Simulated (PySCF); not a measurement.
Radial density of Mn²⁺ (manganese, charge +2)

r2SCAN, [Ar] 3d5, high-spin 6S determinant. All numbers are calculated (PySCF 2.14, the spin-free X2C one-electron Hamiltonian (Gaussian nucleus), in x2c-TZVPall (6s5p4d1f, 48 functions)).

```
r (bohr)  4πr²ρ (e/bohr)  4πr²(ρα − ρβ)
 0.00106          0.2001         0.0000
 0.00179          0.5087         0.0000
 0.00301           1.278         0.0000
 0.00506           3.099         0.0000
 0.00851           7.035         0.0001
  0.0143           14.29         0.0002
  0.0241           24.13         0.0004
  0.0405           30.08         0.0009
  0.0681           25.66         0.0040
   0.115           24.53         0.0360
   0.193           33.20         0.2664
   0.324           19.44         1.3418
   0.545           12.52         3.5807
   0.917           13.18         4.0623
    1.54           3.333         1.7566
    2.60          0.2845         0.2530
    4.37        0.005266         0.0052
```

Densities and radii are taken from the X2C orbitals without a picture-change correction, which distorts them close to the nucleus.
